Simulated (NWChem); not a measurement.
Program: NWChem. System: C$_{2}$H$_{7}$OSi, charge 0, spin multiplicity 2, at a geometry optimised with UPBE0/def2-SVP. The structure started from a generated list of species. Its SCF solution wasn't tested for a lower state. Level: UPBE/def2-TZVP.

The NWChem input:

```
start mol
memory heap 200 mb stack 900 mb global 1100 mb
geometry units angstroms nocenter noautoz noautosym
  C      1.532517    -0.856453    -0.041810
  Si    -0.006202     0.120036     0.402291
  C     -1.564724    -0.828851    -0.082338
  O      0.120002     1.562414    -0.452690
  H      2.443996    -0.295486     0.212628
  H      1.556617    -1.817745     0.493788
  H      1.549668    -1.062488    -1.125850
  H     -1.562459    -1.038212    -1.166280
  H     -2.483148    -0.270741     0.156509
  H     -1.609091    -1.789831     0.454225
  H     -0.575536     2.206506    -0.290678
end
basis spherical
  * library def2-tzvp
end
dft
  xc xpbe96 cpbe96
  odft
  mult 2
  semidirect memsize 60000000 filesize 0
  iterations 100
end
task dft energy
```

Part of the output:

```
             Northwest Computational Chemistry Package (NWChem) 7.3.0
             --------------------------------------------------------

                                NWChem Input Module
                                -------------------

 Scaling coordinates for geometry "geometry" by  1.889725989
 (inverse scale =  0.529177249)

                             Geometry "geometry" -> ""
                             -------------------------

 Output coordinates in angstroms (scale by  1.889725989 to convert to a.u.)

  No.       Tag          Charge          X              Y              Z
 ---- ---------------- ---------- -------------- -------------- --------------
    1 C                    6.0000     1.53251700    -0.85645300    -0.04181000
    2 Si                  14.0000    -0.00620200     0.12003600     0.40229100
    3 C                    6.0000    -1.56472400    -0.82885100    -0.08233800
    4 O                    8.0000     0.12000200     1.56241400    -0.45269000
    5 H                    1.0000     2.44399600    -0.29548600     0.21262800
    6 H                    1.0000     1.55661700    -1.81774500     0.49378800
    7 H                    1.0000     1.54966800    -1.06248800    -1.12585000
    8 H                    1.0000    -1.56245900    -1.03821200    -1.16628000
    9 H                    1.0000    -2.48314800    -0.27074100     0.15650900
   10 H                    1.0000    -1.60909100    -1.78983100     0.45422500
   11 H                    1.0000    -0.57553600     2.20650600    -0.29067800

 Effective nuclear repulsion energy (a.u.)     167.6922123445

            Nuclear Dipole moment (a.u.)
            ----------------------------
        X                 Y               Z
 ---------------- ---------------- ----------------
    -0.0000132281    -0.0000094486     0.0000151178


 Summary of "ao basis" -> "" (spherical)
 ------------------------------------------------------------------------------
       Tag                 Description            Shells   Functions and Types
 ---------------- ------------------------------  ------  ---------------------
[...]
    beta     71     72     73     74     75     76     77     78     79     80
 overlap   0.967  0.990  0.991  0.975  0.967  0.973  0.994  0.990  0.960  0.958

   alpha     81     82     83     84     85     86     87     88     89     90
    beta     81     82     83     84     85     86     87     88     89     90
 overlap   0.996  0.959  0.956  0.994  0.993  0.997  0.998  0.998  0.997  0.997

   alpha     91     92     93     94     95     96     97     98     99    100
    beta     91     92     93     94     95     96     97     98     99    100
 overlap   0.998  0.998  0.998  0.998  0.998  0.998  0.999  0.999  0.999  0.999

   alpha    101    102    103    104    105    106    107    108    109    110
    beta    101    102    103    104    105    106    107    108    109    110
 overlap   0.997  0.992  0.994  1.000  0.999  0.999  0.999  0.999  1.000  0.999

   alpha    111    112    113    114    115    116    117    118    119    120
    beta    111    112    113    114    115    116    117    118    119    120
 overlap   0.999  0.999  0.999  0.998  0.997  0.997  0.998  0.998  0.997  0.999

   alpha    121    122    123    124    125    126    127    128    129    130
    beta    121    122    123    124    125    126    127    128    129    130
 overlap   0.999  0.999  0.999  0.999  1.000  1.000  1.000  1.000  1.000  0.992

   alpha    131    132    133    134    135    136    137    138    139    140
    beta    131    132    133    134    135    136    137    138    139    140
 overlap   0.992  1.000  1.000  1.000  0.997  0.992  0.994  0.999  0.999  1.000

   alpha    141    142    143    144    145    146    147    148    149    150
    beta    141    142    143    144    145    146    147    148    149    150
 overlap   0.998  0.998  0.999  0.999  1.000  1.000  1.000  1.000  1.000  1.000

   alpha    151    152    153    154    155    156    157    158    159    160
    beta    151    152    153    154    155    156    157    158    159    160
 overlap   1.000  1.000  1.000  1.000  1.000  1.000  1.000  0.999  0.999  0.903

   alpha    161    162    163    164    165    166    167    168    169    170
    beta    161    162    163    164    165    166    167    168    169    170
 overlap   0.903  1.000  1.000  1.000  0.998  0.997  1.000  1.000  1.000  1.000

   alpha    171    172
    beta    171    172
 overlap   1.000  1.000

     --------------------------
     Expectation value of S2:
     --------------------------
      <S2> =      0.7516 (Exact =     0.7500)

 center of mass
 --------------
 x =   0.01698011 y =   0.10139022 z =   0.03145387

 moments of inertia (a.u.)
 ------------------
         290.237282891986          -5.181144617910          -0.871674682126
          -5.181144617910         326.514965636815          31.535656267574
          -0.871674682126          31.535656267574         537.157003741278

     Multipole analysis of the density
     ---------------------------------

     L   x y z        total         alpha         beta         nuclear
     -   - - -        -----         -----         ----         -------
     0   0 0 0      0.000000    -21.000000    -20.000000     41.000000

     1   1 0 0     -0.405141     -0.152317     -0.252811     -0.000013
     1   0 1 0     -0.095671     -0.246341      0.150679     -0.000009
     1   0 0 1     -0.002099     -0.844069      0.841956      0.000015

     2   2 0 0    -24.096718   -104.741069   -102.275994    182.920346
     2   1 1 0     -2.266196     -1.340668     -1.290539      0.365011
     2   1 0 1      0.356947     -0.349545     -0.481578      1.188070
     2   0 2 0    -23.053793    -87.888614    -85.141287    149.976108
     2   0 1 1      0.254996      7.363692      8.632698    -15.741394
     2   0 0 2    -26.200008    -29.303191    -22.567120     25.670303

 Task  times  cpu:       64.5s     wall:       64.5s

 Total times  cpu:       64.5s     wall:       64.5s
```
